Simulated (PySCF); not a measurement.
Level of theory: TPSSh-D3(BJ)/def2-TZVP // B3LYP-D3(BJ)/def2-TZVP (PySCF). Gas-phase values, no solvent. One relaxed conformer stands for a flexible species; it need not be the lowest. Delta-SCF ions had no search for a lower state. 

Reference species (SMILES): `[SiH2]=CO[SiH3]` (Si–C–O–Si torsion 0°) (neutral, multiplicity 1).

The vertical ionisation energy (Delta-SCF) is 7.85 eV.

Changed species: `CO[SiH]=[SiH2]` (C–O–Si–Si torsion 142°).

Task: What does the change do to the vertical ionisation energy (Delta-SCF)?

Result: the vertical ionisation energy (Delta-SCF) decreases by 0.13 eV, to 7.72 eV.
